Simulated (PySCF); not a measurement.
C2H3O3, SMILES COC([O])=O, multiplicity 2.

Geometry optimised at r2SCAN-D4/def2-SVP. A frequency run showed that this geometry is not a minimum. The isomer is the one that the SMILES or the coordinates give; other isomers of the formula were not compared.

Computed with TDA-PBE0/def2-SVPD run with PySCF.

Vertical excitations. The molecule is in vacuum.

Computed UV-visible absorptions:
| state | energy (eV) | λ (nm) | f | main pairs |
|---|---|---|---|---|
| root 1 | 1.04 | 1189 | 0.000 | β HOMO−1→LUMO 99 % |
| root 2 | 2.56 | 484 | 0.042 | β HOMO→LUMO 89 % |
| root 3 | 2.63 | 472 | 0.000 | β HOMO−2→LUMO 95 % |
| root 4 | 4.09 | 303 | 0.002 | β HOMO−3→LUMO 87 % |
| root 5 | 5.35 | 232 | 0.008 | β HOMO−4→LUMO 74 %, β HOMO−3→LUMO 12 % |
| root 6 | 5.68 | 218 | 0.000 | β HOMO−5→LUMO 85 % |
| root 7 | 6.84 | 181 | 0.019 | β HOMO−7→LUMO 60 %, β HOMO−6→LUMO 28 % |
| root 8 | 7.11 | 174 | 0.003 | α HOMO−1→LUMO+1 45 %, β HOMO−1→LUMO+2 51 % |
| root 9 | 7.40 | 168 | 0.000 | β HOMO→LUMO+2 98 % |
| root 10 | 7.55 | 164 | 0.011 | β HOMO−6→LUMO 62 %, β HOMO−7→LUMO 22 %, β HOMO−4→LUMO 12 % |
Unrestricted roots are not spin-pure.
